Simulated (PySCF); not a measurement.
**Mayer bond orders and bond lengths**

C3H5ClSi.
Atom-mapped SMILES: `[CH3:1][C:2]#[C:3][SiH2:4][Cl:5]` (hydrogens: H6, H7, H8 on C1; H9, H10 on Si4)

Geometry (PBE0-D3(BJ)/def2-SVP, Å), atoms numbered from 1 in this order:
```xyz
10
C3H5ClSi angstrom
C      0.509    1.215    1.509
C      1.942    1.072    1.341
C      3.147    0.952    1.197
Si     4.943    0.780    0.988
Cl     5.895    0.993    2.814
H      0.277    1.743    2.447
H      0.072    1.791    0.679
H      0.016    0.232    1.540
H      5.273   -0.569    0.455
H      5.459    1.841    0.082
```

Bond orders from the PBE0/pcSseg-1 density (PySCF). Isolated species at its PBE0-D3(BJ)/def2-SVP geometry, gas phase.

(1) How far do the computed orders between heavy atoms stray from the drawn ones?

(2) Set the Mayer orders of the bonds between heavy atoms beside their lengths.

Answers

(1) The largest departure is 0.514, at C2–C3 (drawn triple, 2.486). Drawn single, order above 1.12: C1–C2 (1.182). Drawn double or triple, more than 0.30 short of the drawn order: C2–C3 (2.486).

(2) 
```
   bond  drawn as  length (Å)  Mayer order
  C1–C2    single       1.450        1.182
  C2–C3    triple       1.219        2.486
 C3–Si4    single       1.816        1.039
Si4–Cl5    single       2.070        0.943
```

Bonds between the same two heavy elements. C–C: lowest C1–C2 (1.182, 1.450 Å), highest C2–C3 (2.486, 1.219 Å).

Question: And the bonds to hydrogen?

Answer: C–H: 0.92 (3 bonds); H–Si: 0.92 (2 bonds).

Question: Sum the orders of all bonds at each heavy atom with more than one neighbour and set the sums beside the valence in the SMILES.

Answer: C1 3.942 (drawn 4), C2 3.668 (drawn 4), C3 3.525 (drawn 4), Si4 3.824 (drawn 4). Orders between atoms that aren't bonded are not in these sums.

Mayer orders depend on the basis set.
